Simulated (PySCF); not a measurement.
C2H3BF2O, SMILES CC(=O)B(F)F.

Geometry optimised at ωB97X-D3(BJ)/def2-SVP. This is a generated structure with no PubChem entry under its InChIKey; it may be hypothetical. One conformer was computed; it need not be the lowest.

Method: PBE/def2-TZVP run with PySCF.

```json
{
  "total_energy": "-377.63988 hartree",
  "point_group": "Cs",
  "highest_occupied_level": "-5.91 eV",
  "lowest_empty_level": "-3.38 eV",
  "orbital_gap": "2.53 eV",
  "dipole_moment": "2.36 D",
  "quadrupole, principal values (traceless, Buckingham form, about the centre of nuclear charge)": "-8.43, 2.83, 5.60 D·Å",
  "mean_static_polarisability": "41.1 bohr³ (6.09 Å³)",
  "polarisability_principal_values": "30.3, 44.9, 48.1 bohr³"
}
```
